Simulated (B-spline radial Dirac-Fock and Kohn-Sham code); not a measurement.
**What relativity does to the binding energies of Nd³⁴⁺**

System: Nd³⁴⁺ in the configuration 1s2 2s2 2p6 3s2 3p6 3d8.

Both columns are ΔSCF binding energies of the configuration average from a radial finite-basis atomic code: non-relativistic Hartree-Fock with a point nucleus, and Dirac-Fock with a finite nucleus and the Coulomb interaction alone, averaged over the two j levels with weights 2j+1.

```
shell  Hartree-Fock (eV)  Dirac-Fock (eV)  shift (eV)  shift (%)
   1s            42967.5          45244.4    +2276.93      +5.30
   2s             8015.9           8608.2     +592.29      +7.39
   2p             7664.3           7858.7     +194.39      +2.54
   3s             2751.7           2903.9     +152.25      +5.53
   3p             2599.5           2659.4      +59.91      +2.30
   3d             2338.9           2337.4       -1.49      -0.06
```

Relativity binds 1s, 2s, 2p, 3s, 3p more strongly, among those listed most of all 2s in relative terms, and 3d more weakly, because the contracted s and p shells screen the nucleus better.

Values without a named source are computed, but for edge energies of neutral atoms, which are taken from tables.
